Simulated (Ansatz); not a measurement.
Ansatz (a first-principles code) input for Se(Br)(OSiH3) (BrH3OSeSi), SMILES [Se](O[SiH3])Br, r2SCAN-D4/def2-SVP. 

Ansatz 0.2 input:
```yaml
crystal:
  periodic: [false, false, false]
  atoms:
    - {symbol: Se, position_ang: [0.22732121, -0.30896270, 1.00345332]}
    - {symbol: Br, position_ang: [0.96460925, 1.23305766, -0.49158985]}
    - {symbol: O, position_ang: [-0.65686835, -1.41732648, -0.09152479]}
    - {symbol: Si, position_ang: [-2.07636621, -1.25611952, -0.91825104]}
    - {symbol: H, position_ang: [-3.14598791, -0.97047873, 0.03769306]}
    - {symbol: H, position_ang: [-2.07654314, -2.59526991, -1.48404831]}
    - {symbol: H, position_ang: [-1.94364016, -0.16225298, -1.87769993]}
basis:
  gaussian:
    orbitals: def2-SVP
hamiltonian:
  xc: r2scan
  dispersion: d4
relax: {f_tol: 0.002, max_steps: 200}
```

Program output:

```
WARN ansatz: RAYON_NUM_THREADS=1 ignored (pool sized by the plan → 1); use --threads N
Functional definition: r2SCAN
integrals: 0.07 GiB planned
1204 factors; their error is unknown
mean field: 0.32 GiB planned
mean field evaluation 1: about -145342.6379 eV, gradient 4.9e1 eV
mean field evaluation 2: about -145276.2231 eV, gradient 1.6e2 eV
mean field evaluation 4: about -145346.5711 eV, gradient 1.3e1 eV
mean field evaluation 8: about -145346.8986 eV, gradient 1.7e-1 eV
mean field evaluation 16: about -145346.8987 eV, gradient 4.4e-5 eV
mean field -145346.89867419 eV, -5341.4000066102 hartree, gradient 4.4e-5 eV, S^2 0.000000; 0 other end points of the search recorded, 0 dependent functions left out
the calculation of the forces begins
reference -145346.89868307 eV, -5341.4000069362 hartree; 47, 47 occupied and 64, 64 virtual orbitals, 1204 factors
relax step   1: F+E_penalty+E_count = -145346.94477841 eV  Δ(F+E_penalty+E_count) = +0.000e0 eV  max|allowed force component| = 1.386e0 eV/Å  Δτ_max = 0.0000 Å  (27 SCF iters, accepted)
these checks for a lower state are left out or cut short: starts, cluster_reference, orbital_swaps, neighbouring_geometries, increment
integrals: 0.07 GiB planned
1204 factors; their error is unknown
mean field: 0.32 GiB planned
mean field -145347.07547244 eV, -5341.4065038259 hartree, gradient 8.4e-6 eV, S^2 0.000000; 0 other end points of the search recorded, 0 dependent functions left out
the calculation of the forces begins
reference -145347.07548139 eV, -5341.4065041549 hartree; 47, 47 occupied and 64, 64 virtual orbitals, 1204 factors
relax step   2: F+E_penalty+E_count = -145347.12097924 eV  Δ(F+E_penalty+E_count) = -1.762e-1 eV  max|allowed force component| = 6.896e-1 eV/Å  Δτ_max = 0.1408 Å  (30 SCF iters, accepted)
these checks for a lower state are left out or cut short: starts, cluster_reference, orbital_swaps, neighbouring_geometries, increment
integrals: 0.07 GiB planned
1204 factors; their error is unknown
mean field: 0.32 GiB planned
mean field -145347.09413081 eV, -5341.4071895083 hartree, gradient 1.3e-5 eV, S^2 0.000000; 0 other end points of the search recorded, 0 dependent functions left out
the calculation of the forces begins
reference -145347.09413976 eV, -5341.4071898373 hartree; 47, 47 occupied and 64, 64 virtual orbitals, 1204 factors
relax step   3: F+E_penalty+E_count = -145347.13983639 eV  Δ(F+E_penalty+E_count) = -1.886e-2 eV  max|allowed force component| = 3.413e-1 eV/Å  Δτ_max = 0.0685 Å  (30 SCF iters, accepted)
these checks for a lower state are left out or cut short: starts, cluster_reference, orbital_swaps, neighbouring_geometries, increment
integrals: 0.07 GiB planned
1204 factors; their error is unknown
mean field: 0.32 GiB planned
mean field evaluation 32: about -145347.2932 eV, gradient 1.6e-2 eV
mean field -145347.10682378 eV, -5341.4076559665 hartree, gradient 2.0e-5 eV, S^2 0.000000; 0 other end points of the search recorded, 0 dependent functions left out
the calculation of the forces begins
reference -145347.10683273 eV, -5341.4076562953 hartree; 47, 47 occupied and 64, 64 virtual orbitals, 1204 factors
relax step   4: F+E_penalty+E_count = -145347.15257250 eV  Δ(F+E_penalty+E_count) = -1.274e-2 eV  max|allowed force component| = 2.253e-1 eV/Å  Δτ_max = 0.0291 Å  (28 SCF iters, accepted)
these checks for a lower state are left out or cut short: starts, cluster_reference, orbital_swaps, neighbouring_geometries, increment
integrals: 0.07 GiB planned
1204 factors; their error is unknown
mean field: 0.32 GiB planned
mean field -145347.11756202 eV, -5341.4080505895 hartree, gradient 1.5e-5 eV, S^2 0.000000; 0 other end points of the search recorded, 0 dependent functions left out
the calculation of the forces begins
reference -145347.11757092 eV, -5341.4080509167 hartree; 47, 47 occupied and 64, 64 virtual orbitals, 1204 factors
relax step   5: F+E_penalty+E_count = -145347.16350741 eV  Δ(F+E_penalty+E_count) = -1.093e-2 eV  max|allowed force component| = 7.939e-2 eV/Å  Δτ_max = 0.0619 Å  (29 SCF iters, accepted)
these checks for a lower state are left out or cut short: starts, cluster_reference, orbital_swaps, neighbouring_geometries, increment
integrals: 0.07 GiB planned
1204 factors; their error is unknown
mean field: 0.32 GiB planned
mean field -145347.11849776 eV, -5341.4080849773 hartree, gradient 8.1e-6 eV, S^2 0.000000; 0 other end points of the search recorded, 0 dependent functions left out
the calculation of the forces begins
reference -145347.11850666 eV, -5341.4080853043 hartree; 47, 47 occupied and 64, 64 virtual orbitals, 1204 factors
relax step   6: F+E_penalty+E_count = -145347.16445856 eV  Δ(F+E_penalty+E_count) = -9.512e-4 eV  max|allowed force component| = 4.754e-2 eV/Å  Δτ_max = 0.0070 Å  (31 SCF iters, accepted)
these checks for a lower state are left out or cut short: starts, cluster_reference, orbital_swaps, neighbouring_geometries, increment
integrals: 0.07 GiB planned
1204 factors; their error is unknown
mean field: 0.32 GiB planned
mean field -145347.11942956 eV, -5341.4081192201 hartree, gradient 9.5e-6 eV, S^2 0.000000; 0 other end points of the search recorded, 0 dependent functions left out
the calculation of the forces begins
reference -145347.11943843 eV, -5341.4081195464 hartree; 47, 47 occupied and 64, 64 virtual orbitals, 1204 factors
relax step   7: F+E_penalty+E_count = -145347.16534747 eV  Δ(F+E_penalty+E_count) = -8.889e-4 eV  max|allowed force component| = 1.711e-2 eV/Å  Δτ_max = 0.0356 Å  (30 SCF iters, accepted)
these checks for a lower state are left out or cut short: starts, cluster_reference, orbital_swaps, neighbouring_geometries, increment
integrals: 0.07 GiB planned
1204 factors; their error is unknown
mean field: 0.32 GiB planned
mean field evaluation 64: about -145347.1198 eV, gradient 8.4e-6 eV
mean field -145347.11978178 eV, -5341.4081321641 hartree, gradient 8.4e-6 eV, S^2 0.000000; 0 other end points of the search recorded, 0 dependent functions left out
the calculation of the forces begins
reference -145347.11979065 eV, -5341.4081324901 hartree; 47, 47 occupied and 64, 64 virtual orbitals, 1204 factors
relax step   8: F+E_penalty+E_count = -145347.16565223 eV  Δ(F+E_penalty+E_count) = -3.048e-4 eV  max|allowed force component| = 1.086e-2 eV/Å  Δτ_max = 0.0280 Å  (30 SCF iters, accepted)
these checks for a lower state are left out or cut short: starts, cluster_reference, orbital_swaps, neighbouring_geometries, increment
integrals: 0.07 GiB planned
1204 factors; their error is unknown
mean field: 0.32 GiB planned
mean field -145347.11992336 eV, -5341.4081373671 hartree, gradient 9.1e-6 eV, S^2 0.000000; 0 other end points of the search recorded, 0 dependent functions left out
the calculation of the forces begins
reference -145347.11993223 eV, -5341.4081376930 hartree; 47, 47 occupied and 64, 64 virtual orbitals, 1204 factors
relax step   9: F+E_penalty+E_count = -145347.16577012 eV  Δ(F+E_penalty+E_count) = -1.179e-4 eV  max|allowed force component| = 2.765e-2 eV/Å  Δτ_max = 0.0352 Å  (30 SCF iters, accepted)
these checks for a lower state are left out or cut short: starts, cluster_reference, orbital_swaps, neighbouring_geometries, increment
integrals: 0.07 GiB planned
1204 factors; their error is unknown
mean field: 0.32 GiB planned
mean field -145347.11998752 eV, -5341.4081397248 hartree, gradient 8.2e-6 eV, S^2 0.000000; 0 other end points of the search recorded, 0 dependent functions left out
the calculation of the forces begins
reference -145347.11999639 eV, -5341.4081400510 hartree; 47, 47 occupied and 64, 64 virtual orbitals, 1204 factors
relax step  10: F+E_penalty+E_count = -145347.16579731 eV  Δ(F+E_penalty+E_count) = -2.719e-5 eV  max|allowed force component| = 1.805e-2 eV/Å  Δτ_max = 0.0166 Å  (31 SCF iters, accepted)
these checks for a lower state are left out or cut short: starts, cluster_reference, orbital_swaps, neighbouring_geometries, increment
integrals: 0.07 GiB planned
1204 factors; their error is unknown
mean field: 0.32 GiB planned
mean field -145347.12004689 eV, -5341.4081419067 hartree, gradient 1.9e-5 eV, S^2 0.000000; 0 other end points of the search recorded, 0 dependent functions left out
the calculation of the forces begins
reference -145347.12005576 eV, -5341.4081422329 hartree; 47, 47 occupied and 64, 64 virtual orbitals, 1204 factors
relax step  11: F+E_penalty+E_count = -145347.16587980 eV  Δ(F+E_penalty+E_count) = -8.249e-5 eV  max|allowed force component| = 8.714e-3 eV/Å  Δτ_max = 0.0072 Å  (24 SCF iters, accepted)
these checks for a lower state are left out or cut short: starts, cluster_reference, orbital_swaps, neighbouring_geometries, increment
integrals: 0.07 GiB planned
1204 factors; their error is unknown
mean field: 0.32 GiB planned
mean field -145347.12006360 eV, -5341.4081425210 hartree, gradient 2.0e-5 eV, S^2 0.000000; 0 other end points of the search recorded, 0 dependent functions left out
the calculation of the forces begins
reference -145347.12007248 eV, -5341.4081428472 hartree; 47, 47 occupied and 64, 64 virtual orbitals, 1204 factors
relax step  12: F+E_penalty+E_count = -145347.16590808 eV  Δ(F+E_penalty+E_count) = -2.829e-5 eV  max|allowed force component| = 1.345e-3 eV/Å  Δτ_max = 0.0061 Å  (24 SCF iters, accepted)
these checks for a lower state are left out or cut short: starts, cluster_reference, orbital_swaps, neighbouring_geometries, increment
integrals: 0.07 GiB planned
1204 factors; their error is unknown
mean field: 0.32 GiB planned
mean field evaluation 96: about -145347.1201 eV, gradient 1.6e-4 eV
mean field -145347.12007178 eV, -5341.4081428213 hartree, gradient 8.4e-6 eV, S^2 0.000000; 0 other end points of the search recorded, 0 dependent functions left out
the calculation of the forces begins
reference -145347.12008066 eV, -5341.4081431476 hartree; 47, 47 occupied and 64, 64 virtual orbitals, 1204 factors
relax step  13: F+E_penalty+E_count = -145347.16591765 eV  Δ(F+E_penalty+E_count) = -9.564e-6 eV  max|allowed force component| = 1.647e-3 eV/Å  Δτ_max = 0.0088 Å  (31 SCF iters, accepted)
integrals: 0.07 GiB planned
1204 factors; their error is unknown
mean field: 0.32 GiB planned
mean field -145347.12007178 eV, -5341.4081428213 hartree, gradient 8.3e-6 eV, S^2 0.000000; 1 other end points of the search recorded, 0 dependent functions left out
the calculation of the forces begins
reference -145347.12008066 eV, -5341.4081431476 hartree; 47, 47 occupied and 64, 64 virtual orbitals, 1204 factors
Total energy: -145347.16592653 eV, -5341.4098279523 hartree
Atom 0 at     0.064602    -0.186298     1.007344 Å, force    -0.000604    -0.000609    -0.001488 eV/Å
Atom 1 at     1.059934     1.271577    -0.533317 Å, force     0.000326     0.000687     0.000061 eV/Å
Atom 2 at    -0.545986    -1.503220    -0.057456 Å, force    -0.001647     0.000129     0.000460 eV/Å
Atom 3 at    -2.019123    -1.291808    -0.882863 Å, force     0.001210     0.000118     0.001342 eV/Å
Atom 4 at    -3.121135    -1.033074     0.087404 Å, force     0.000789    -0.000096    -0.000456 eV/Å
Atom 5 at    -2.234578    -2.576125    -1.599901 Å, force    -0.000203    -0.000030    -0.000383 eV/Å
Atom 6 at    -1.911190    -0.158406    -1.843177 Å, force     0.000129    -0.000200     0.000464 eV/Å
Dipole moment:    -0.263952     0.003325     0.075613 e Å
```

The run converged.
